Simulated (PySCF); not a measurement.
H$_{3}$S (SMILES [SH3+]), charge +1, singlet, at a GFN2-xTB geometry; DF-HF/cc-pVQZ in PySCF.

Input for PySCF:
```python
from pyscf import gto, scf

mol = gto.Mole()
mol.atom = '''
    S     0.00815214   -0.00667796    0.11475350
    H    -0.52580220    1.06636048   -0.51777110
    H     1.09132467   -0.05802782   -0.69808507
    H    -0.69595671   -0.90148537   -0.62019990
'''
mol.basis = 'cc-pvqz'
mol.charge = 1
mol.verbose = 4
mol.build()

mf = scf.RHF(mol)
mf = mf.density_fit(auxbasis='def2-universal-jkfit')
mf.kernel()
```

It wrote (shortened):

```
PySCF version 2.14.0

[INPUT] verbose = 4
[INPUT] num. atoms = 4
[INPUT] num. electrons = 18
[INPUT] charge = 1
[INPUT] spin (= nelec alpha-beta = 2S) = 0
[INPUT] symmetry False subgroup None
[INPUT] Mole.unit = angstrom
[INPUT] Symbol           X                Y                Z      unit          X                Y                Z       unit  Magmom
[INPUT]  1 S      0.008152140000  -0.006677960000   0.114753500000 AA    0.015405311929  -0.012619515471   0.216852686835 Bohr   0.0
[INPUT]  2 H     -0.525802200000   1.066360480000  -0.517771100000 AA   -0.993622153694   2.015129257260  -0.978445574215 Bohr   0.0
[INPUT]  3 H      1.091324670000  -0.058027820000  -0.698085070000 AA    2.062304739281  -0.109656687406  -1.319189593948 Bohr   0.0
[INPUT]  4 H     -0.695956710000  -0.901485370000  -0.620199900000 AA   -1.315167576453  -1.703560454602  -1.172007953483 Bohr   0.0

nuclear repulsion = 19.5454534659896
number of shells = 44
number of NR pGTOs = 183
number of NR cGTOs = 149
basis = cc-pvqz
ecp = {}

******** <class 'pyscf.df.df_jk.DFRHF'> ********
method = DFRHF
initial guess = minao
damping factor = 0
level_shift factor = 0
DIIS = <class 'pyscf.scf.diis.CDIIS'>
diis_start_cycle = 1
diis_space = 8
diis_damp = 0
SCF conv_tol = 1e-09
SCF conv_tol_grad = None
SCF max_cycles = 50
direct_scf = False
Set gradient conv threshold to 3.16228e-05
Initial guess from minao.
******** <class 'pyscf.df.df.DF'> ********
auxbasis = def2-universal-jkfit
init E= -399.20318933383
  HOMO = -0.433984136574477  LUMO = 0.0611671424952004  gap/eV = 13.47375
cycle= 1 E= -398.951650233651  delta_E= 0.252  |g|= 0.323  |ddm|= 1.25
  HOMO = -0.825684086178057  LUMO = -0.158607402163501  gap/eV = 18.15208
cycle= 2 E= -398.995304393312  delta_E= -0.0437  |g|= 0.0984  |ddm|= 0.349
  HOMO = -0.788203161676776  LUMO = -0.122859671789965  gap/eV = 18.10492
cycle= 3 E= -398.998188937971  delta_E= -0.00288  |g|= 0.0273  |ddm|= 0.103
  HOMO = -0.788363391424124  LUMO = -0.119250665174798  gap/eV = 18.20748
cycle= 4 E= -398.998685487653  delta_E= -0.000497  |g|= 0.00749  |ddm|= 0.0383
  HOMO = -0.788828165424725  LUMO = -0.119562533218707  gap/eV = 18.21165
cycle= 5 E= -398.998726621887  delta_E= -4.11e-05  |g|= 0.00167  |ddm|= 0.00954
  HOMO = -0.789390206408346  LUMO = -0.119650131369318  gap/eV = 18.22456
cycle= 6 E= -398.998728354587  delta_E= -1.73e-06  |g|= 0.000249  |ddm|= 0.00228
  HOMO = -0.789362913838783  LUMO = -0.119670110615595  gap/eV = 18.22327
cycle= 7 E= -398.998728393  delta_E= -3.84e-08  |g|= 4.34e-05  |ddm|= 0.000464
  HOMO = -0.78937873457286  LUMO = -0.119672260013719  gap/eV = 18.22364
cycle= 8 E= -398.998728393847  delta_E= -8.47e-10  |g|= 7.33e-06  |ddm|= 5.97e-05
  HOMO = -0.789376843813244  LUMO = -0.119672152643881  gap/eV = 18.22359
Extra cycle  E= -398.99872839387  delta_E= -2.33e-11  |g|= 2.55e-06  |ddm|= 7.66e-06
converged SCF energy = -398.99872839387
```
